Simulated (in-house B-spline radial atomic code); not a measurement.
A fraction x of an electron is removed from 5p in the erbium ion Er²⁺, starting from [Xe] 4f12 and keeping the highest spin. All numbers are computed (scalar-relativistic (X2C) SCAN, spin-polarised, spherical fractional occupations; Fermi nucleus of rms radius 5.2516 fm) with an all-electron radial atomic-structure program (B-spline basis), not measured.

```csv
x,E(x) - E(0) (eV),5p down level (eV)
0,0.0000,-41.045
0.09,3.7421,-42.112
0.24,10.1930,-43.904
0.32,?,?
0.43,18.7556,-46.252
0.5,22.0248,-47.156
0.58,25.8395,-48.216
0.73,33.2240,-50.250
0.8,?,?
0.92,43.0192,-52.864
1,47.2928,-53.978
```

Problem. What belongs in the row x = 0.32?

Solution. An energy change of 13.7441 eV; 5p down at -44.876 eV.

Problem. What belongs in the row x = 0.8?

Solution. An energy change of 36.7750 eV; 5p down at -51.208 eV.

Problem. Check Janak's theorem between x = 0.09 and 0.24.

Solution. The slope of the energy is 43.01 eV; the orbital levels give 43.01 eV (-ε of the emptying orbital, averaged over the two points).
